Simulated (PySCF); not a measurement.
# Telling isomers of C2H11NO2Si3 apart by NMR

- coordinates at the GFN2-xTB level
- shieldings: GIAO PBE0/pcSseg-1
- program: PySCF
- one conformer, one averaged value for each set of equivalent atoms, non-relativistic, isolated molecule

δ = σ(ref) − σ, references computed at the same level: $^{1}$H (31.72 ppm), $^{13}$C (186.93 ppm) against TMS. Where no couplings were computed, multiplicities follow the n + 1 count of equivalent neighbours, and m marks all less simple cases (inequivalent or close neighbours, rings, F or P nearby). Shifts are as computed. Against solution values, carbons near 30 ppm lie about +3 ppm off and those near 130 ppm about +5 ppm. Of 1309 compounds with measured shifts, 239 miss one by over three times the rms of a fit or turn the order of signals round; such compounds aren't used in these exercises. OH and NH positions are gas-phase values without hydrogen bonding to other molecules.

(1) Tabulate the signals of `O=C(C[SiH2]O)N([SiH3])[SiH3]`, `C=CO[Si@](O)([SiH3])N[SiH3]` and their relative energies.

(2) What is the quickest way to tell O=C(C[SiH2]O)N([SiH3])[SiH3] from C=CO[Si@](O)([SiH3])N[SiH3]?

Results:

(1) 
```tsv
SMILES	carbon types	δC	δH	E rel. (kcal/mol)
O=C(C[SiH2]O)N([SiH3])[SiH3]	1×C 1×CH2	192.2, 24.2	5.06 (t, 2H), 4.65 (s, 6H), 2.59 (br s, 1H), 1.94 (t, 2H)	5.8
C=CO[Si@](O)([SiH3])N[SiH3]	1×CH 1×CH2	153.7, 101.4	6.52 (m, 1H), 5.20 (m, 1H), 4.75 (s, 3H), 4.62 (m, 1H), 3.22 (s, 3H), 2.11 (br s, 1H), 0.56 (br s, 1H)	0.0
```

Energies are electronic energies at PBE0/pcSseg-1 on these geometries, without zero-point or thermal terms, each for the one conformer computed, which needn't be the lowest.

(2) Both give the same number of carbon signals, but DEPT or the intensities differ. The first has an amide carbonyl carbon (C) at 192.2 ppm, the second an alkene carbon bearing oxygen (CH) at 153.7 ppm. In the proton spectra the most deshielded non-exchanging signals are 5.06 (t, 2H) and 6.52 (m, 1H).
